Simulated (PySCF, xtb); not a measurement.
InFBr2, SMILES [F][In]([Br])[Br].

GFN2-xTB in xtb at its own geometry gives an orbital gap of 2.49 eV and a dipole moment of 0.57 D.

Geometry: B3LYP-D3(BJ)/def2-SVP. The structure was generated by enumeration; whether it is a known compound was not checked. The def2 effective core potentials stand for the cores of In; spin–orbit coupling is left out.

Q: What does PBE0/def2-TZVP in PySCF give? (Estimate from the structure and the level; the computed values follow.)

A: gap 5.63 eV (levels -8.96 and -3.34 eV), dipole 1.29 D.
